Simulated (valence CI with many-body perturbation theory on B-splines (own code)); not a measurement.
# E1 line list for Re⁶²⁺

Computed by configuration interaction combined with many-body perturbation theory (CI+MBPT): three valence electrons over a frozen Dirac-Fock core [Ne], a basis of 11 s, 11 p, 9 d, 7 f, 5 g, 2 h, 1 i functions for each j, with the one-electron correlation potential Σ1 (screened to all orders), the two-electron term Σ2, the three-electron term Σ3, Breit, model QED; selected single and double excitations, second order for the rest (own B-spline code, finite nucleus).

The last digits are not significant, and no measured levels were compared; by estimate large intervals hold to a few tenths of a per cent, small ones and those within an open d or f shell to about a per cent.

Lines 151 to 200 of 247 in falling wavelength, among levels below 12314 × 10³ cm⁻¹, chosen from the strongest by gf and those to the six lowest levels. Wavelengths and rates use the calculated energies. Electric multipoles are in the length gauge, E1 and E2 with the static RPA response of the core. Weak lines are less certain than strong ones. Lines between different terms over intervals too small for the method are left out, as are lines whose strength nearly cancels. The highest levels of a list are the least certain.

Levels are named by their leading jj configuration (3d3/2^4 stands for four electrons in 3d with j = 3/2), which in mixed levels can hold well under half, so a name can repeat and another be missing. Letters in brackets count levels of one name in rising energy.

| λ vac (Å) | Upper | Lower | A (s⁻¹) | S (a.u.) with core polarisation | S without |
| --- | --- | --- | --- | --- | --- |
| 20.90 | (3p1/2 3p3/2^2) J=3/2 | (3s 3p1/2 3p3/2) J=3/2 [a] | 1.47e+12 | 2.65e-02 | 2.69e-02 |
| 20.90 | (3s 3d3/2^2) J=3/2 | (3s 3p1/2 3d3/2) J=1/2 | 2.15e+12 | 3.87e-02 | 3.93e-02 |
| 20.66 | (3s 3d3/2^2) J=5/2 | (3s 3p1/2 3d3/2) J=3/2 [b] | 3.13e+12 | 8.17e-02 | 8.29e-02 |
| 20.59 | (3s 3p3/2 3d3/2) J=3/2 [a] | (3s 3p1/2 3p3/2) J=5/2 | 2.64e+11 | 4.55e-03 | 4.62e-03 |
| 20.55 | (3s 3d3/2 3d5/2) J=7/2 [a] | (3s 3p1/2 3d5/2) J=7/2 | 1.72e+12 | 5.88e-02 | 5.97e-02 |
| 20.54 | (3p1/2 3p3/2 3d3/2) J=3/2 [b] | (3s 3p1/2 3d3/2) J=3/2 [a] | 4.75e+11 | 8.14e-03 | 8.26e-03 |
| 20.51 | (3p1/2 3p3/2 3d5/2) J=3/2 [b] | (3s 3p1/2 3d5/2) J=5/2 [a] | 4.06e+11 | 6.92e-03 | 7.02e-03 |
| 20.50 | (3p1/2 3p3/2 3d3/2) J=5/2 [b] | (3s 3p1/2 3d3/2) J=3/2 [a] | 9.31e+11 | 2.38e-02 | 2.41e-02 |
| 20.48 | (3s 3d3/2 3d5/2) J=5/2 [a] | (3s 3p1/2 3d5/2) J=7/2 | 3.92e+11 | 9.97e-03 | 1.01e-02 |
| 20.45 | (3s 3p3/2 3d3/2) J=3/2 [b] | (3s 3p1/2 3p3/2) J=1/2 | 1.38e+12 | 2.33e-02 | 2.37e-02 |
| 20.44 | (3s 3p3/2 3d3/2) J=5/2 [a] | (3s 3p1/2 3p3/2) J=5/2 | 2.22e+12 | 5.60e-02 | 5.69e-02 |
| 20.38 | (3p1/2 3p3/2 3d3/2) J=1/2 [b] | (3s 3p1/2 3d3/2) J=3/2 [a] | 8.05e+11 | 6.73e-03 | 6.83e-03 |
| 20.35 | (3s 3p3/2 3d3/2) J=7/2 | (3s 3p1/2 3p3/2) J=5/2 | 1.80e+12 | 5.98e-02 | 6.07e-02 |
| 20.31 | (3p1/2 3p3/2^2) J=1/2 | (3s 3p1/2 3p3/2) J=3/2 [a] | 3.55e+11 | 2.94e-03 | 2.98e-03 |
| 20.24 | (3s 3d3/2 3d5/2) J=5/2 [b] | (3s 3p1/2 3d5/2) J=3/2 | 1.09e+12 | 2.67e-02 | 2.71e-02 |
| 20.11 | (3s 3p1/2 3d3/2) J=1/2 | (3s 3p1/2^2) J=1/2 | 2.56e+12 | 2.06e-02 | 2.09e-02 |
| 20.11 | (3s 3p3/2 3d3/2) J=3/2 [b] | (3s 3p1/2 3p3/2) J=3/2 [b] | 2.12e+12 | 3.40e-02 | 3.45e-02 |
| 20.10 | (3p1/2 3p3/2 3d3/2) J=3/2 [b] | (3p1/2^2 3p3/2) J=3/2 | 2.70e+12 | 4.33e-02 | 4.39e-02 |
| 20.08 | (3s 3d3/2 3d5/2) J=5/2 [b] | (3s 3p1/2 3d5/2) J=5/2 [b] | 1.69e+12 | 4.05e-02 | 4.11e-02 |
| 20.07 | (3s 3d3/2 3d5/2) J=7/2 [b] | (3s 3p1/2 3d5/2) J=5/2 [b] | 1.74e+12 | 5.56e-02 | 5.64e-02 |
| 20.07 | (3s 3d3/2 3d5/2) J=3/2 [b] | (3s 3p1/2 3d5/2) J=3/2 | 1.98e+12 | 3.16e-02 | 3.21e-02 |
| 20.07 | (3s 3d3/2 3d5/2) J=7/2 [a] | (3s 3p1/2 3d5/2) J=5/2 [a] | 6.73e+11 | 2.15e-02 | 2.18e-02 |
| 20.06 | (3p1/2 3p3/2 3d3/2) J=5/2 [b] | (3p1/2^2 3p3/2) J=3/2 | 4.05e+11 | 9.69e-03 | 9.83e-03 |
| 20.00 | (3s 3d3/2 3d5/2) J=5/2 [a] | (3s 3p1/2 3d5/2) J=5/2 [a] | 1.46e+12 | 3.46e-02 | 3.51e-02 |
| 20.00 | (3s 3d3/2 3d5/2) J=9/2 | (3s 3p1/2 3d5/2) J=7/2 | 2.41e+12 | 9.51e-02 | 9.66e-02 |
| 20.00 | (3s 3d3/2^2) J=1/2 | (3s 3p1/2 3d3/2) J=3/2 [b] | 3.10e+12 | 2.45e-02 | 2.49e-02 |
| 19.97 | (3s 3p3/2 3d3/2) J=3/2 [a] | (3s 3p1/2 3p3/2) J=3/2 [a] | 2.14e+12 | 3.37e-02 | 3.42e-02 |
| 19.94 | (3p1/2 3p3/2 3d3/2) J=1/2 [b] | (3p1/2^2 3p3/2) J=3/2 | 1.23e+12 | 9.60e-03 | 9.74e-03 |
| 19.91 | (3s 3d3/2 3d5/2) J=3/2 [b] | (3s 3p1/2 3d5/2) J=5/2 [b] | 8.21e+11 | 1.28e-02 | 1.30e-02 |
| 19.91 | (3s 3p3/2 3d3/2) J=1/2 [a] | (3s 3p1/2 3p3/2) J=3/2 [a] | 1.54e+12 | 1.20e-02 | 1.22e-02 |
| 19.88 | (3s 3p1/2 3d3/2) J=3/2 [b] | (3s 3p1/2^2) J=1/2 | 3.75e+12 | 5.82e-02 | 5.91e-02 |
| 19.84 | (3s 3p3/2 3d3/2) J=1/2 [b] | (3s 3p1/2 3p3/2) J=1/2 | 2.53e+12 | 1.95e-02 | 1.98e-02 |
| 19.83 | (3s 3p3/2 3d3/2) J=5/2 [a] | (3s 3p1/2 3p3/2) J=3/2 [a] | 7.47e+11 | 1.72e-02 | 1.75e-02 |
| 19.82 | (3s^2 3d3/2) J=3/2 | (3s^2 3p1/2) J=1/2 | 4.09e+12 | 6.28e-02 | 6.38e-02 |
| 19.81 | (3s 3d3/2 3d5/2) J=3/2 [a] | (3s 3p1/2 3d5/2) J=5/2 [a] | 1.79e+12 | 2.75e-02 | 2.79e-02 |
| 19.78 | (3s 3d3/2^2) J=1/2 | (3s 3p1/2 3d3/2) J=1/2 | 2.29e+12 | 1.75e-02 | 1.78e-02 |
| 19.75 | (3s 3d3/2 3d5/2) J=1/2 | (3s 3p1/2 3d5/2) J=3/2 | 3.40e+12 | 2.59e-02 | 2.63e-02 |
| 19.75 | (3s 3d3/2 3d5/2) J=5/2 [b] | (3s 3p1/2 3d5/2) J=7/2 | 1.76e+11 | 4.01e-03 | 4.07e-03 |
| 19.69 | (3s 3p3/2 3d3/2) J=5/2 [b] | (3s 3p1/2 3p3/2) J=3/2 [b] | 7.97e+11 | 1.80e-02 | 1.83e-02 |
| 19.60 | (3s 3d3/2^2) J=3/2 | (3s 3p1/2 3d3/2) J=3/2 [a] | 2.06e+12 | 3.07e-02 | 3.11e-02 |
| 19.55 | (3s 3d3/2^2) J=5/2 | (3s 3p1/2 3d3/2) J=5/2 | 1.97e+12 | 4.35e-02 | 4.42e-02 |
| 19.52 | (3s 3p3/2 3d3/2) J=1/2 [b] | (3s 3p1/2 3p3/2) J=3/2 [b] | 2.43e+10 | 1.78e-04 | 1.81e-04 |
| 19.43 | (3s 3p3/2 3d3/2) J=3/2 [b] | (3s 3p1/2 3p3/2) J=5/2 | 5.62e+08 | 8.15e-06 | 8.27e-06 |
| 19.05 | (3s 3p3/2 3d3/2) J=5/2 [b] | (3s 3p1/2 3p3/2) J=5/2 | 2.51e+11 | 5.13e-03 | 5.20e-03 |
| 18.89 | (3s 3p3/2 3d3/2) J=3/2 [b] | (3s 3p1/2 3p3/2) J=3/2 [a] | 4.08e+10 | 5.42e-04 | 5.50e-04 |
| 18.59 | (3p1/2^2 3d5/2) J=5/2 | (3s^2 3p3/2) J=3/2 | 1.19e+08 | 2.26e-06 | 2.30e-06 |
| 18.52 | (3s 3p3/2 3d3/2) J=5/2 [b] | (3s 3p1/2 3p3/2) J=3/2 [a] | 7.14e+09 | 1.34e-04 | 1.36e-04 |
| 18.49 | (3s 3p3/2 3d5/2) J=5/2 [a] | (3s 3p1/2 3p3/2) J=3/2 [b] | 4.87e+10 | 9.11e-04 | 9.24e-04 |
| 18.36 | (3s 3p3/2 3d3/2) J=1/2 [b] | (3s 3p1/2 3p3/2) J=3/2 [a] | 2.93e+09 | 1.79e-05 | 1.81e-05 |
| 18.16 | (3s 3p3/2 3d5/2) J=3/2 [a] | (3s 3p1/2 3p3/2) J=3/2 [b] | 1.21e+11 | 1.42e-03 | 1.45e-03 |
